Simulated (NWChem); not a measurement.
Species: C2H5BN2O; SMILES NB1COC=N1

```xyz
11

N      0.0387    -2.1704     0.0000
B     -0.0046    -0.7692     0.0000
C      1.2046     0.2852     0.0000
O      0.4860     1.5594     0.0000
C     -0.8325     1.2432     0.0000
N     -1.2416     0.0213     0.0000
H      0.8926    -2.7245     0.0000
H     -0.8211    -2.7200     0.0000
H      1.8620     0.2708    -0.8951
H      1.8620     0.2708     0.8951
H     -1.4732     2.1470     0.0000
```
Atoms are numbered in this order, from 1.

Results from NWChem. Pople sets run with spherical d functions. Geometry: optimised at PBE-D3(BJ)/def2-SVP. Total energies compare along this basis series because the functional is fixed.

| level | basis functions | energy (Ha) | highest occupied level (eV) | orbital gap (eV) | dipole (D) | relative time |
|---|---|---|---|---|---|---|
| TPSS/STO-3G | 35 | -285.2193 | -2.71 | 4.43 | 2.52 | 1 |
| TPSS/3-21G | 64 | -287.3140 | -5.41 | 4.73 | 2.87 | 1 |
| TPSS/6-31G* | 94 | -288.8968 | -5.71 | 4.94 | 2.49 | 3 |
| TPSS/6-31+G* | 118 | -288.9126 | -6.15 | 4.96 | 2.52 | 6 |
| TPSS/6-311G** | 138 | -288.9833 | -5.95 | 4.93 | 2.44 | 7 |
| TPSS/6-311++G** | 167 | -288.9919 | -6.20 | 4.91 | 2.45 | 10 |

Relative times are rough (shared machine, one core).
